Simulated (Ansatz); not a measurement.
Reaction: BPH4 (SMILES BP) → BPH3 (SMILES P[BH], doublet) + H (doublet) (the B-H bond breaks)
Each species at its own B3LYP-D3(BJ)/def2-TZVP minimum (Ansatz, a first-principles code).

Total energies in hartree (Ansatz). Radicals and triplets start from unrestricted determinants; spin-orbit coupling is neglected. Cores are frozen in correlated methods. No relativity. Where a partner has so few electrons that a lower coupled-cluster level is exact, that level stands in.

```tsv
species	HF/cc-pV(T+d)Z	CCSD(T)/cc-pV(T+d)Z	HF/cc-pV(Q+d)Z	CCSD(T)/cc-pV(Q+d)Z	CCSDT(Q)/cc-pV(T+d)Z
1: BPH4 (SMILES BP)	-367.75075	-368.06560	-367.75591	-368.08662	-368.06744
2: BPH3 (SMILES [BH]P, doublet)	-367.11326	-367.39529	-367.11820	-367.41518	-367.39733
3: H (doublet)	-0.49981	-0.49981	-0.49995	-0.49995	-0.49981
```

Work out the bond dissociation energy (electronic) in kcal/mol: take Hartree-Fock from cc-pV(Q+d)Z, extrapolate the CCSD(T) correlation energy as X^-3 (X = 3, 4), and add CCSDT(Q) - CCSD(T) in cc-pV(T+d)Z. 1 hartree = 627.51 kcal/mol.


Species 1: correlation (64·(-0.33071) - 27·(-0.31485))/37 = -0.34228; step -0.00184; E1 = -367.75591 + (-0.34228) + (-0.00184) = -368.10003
Species 2: correlation (64·(-0.29698) - 27·(-0.28203))/37 = -0.30789; step -0.00204; E2 = -367.11820 + (-0.30789) + (-0.00204) = -367.42813
Species 3: correlation (64·(0.00000) - 27·(0.00000))/37 = 0.00000; step +0.00000; E3 = -0.49995 + (0.00000) + (+0.00000) = -0.49995
-1·E1 +1·E2 +1·E3 = 0.17195 hartree = 107.9 kcal/mol.
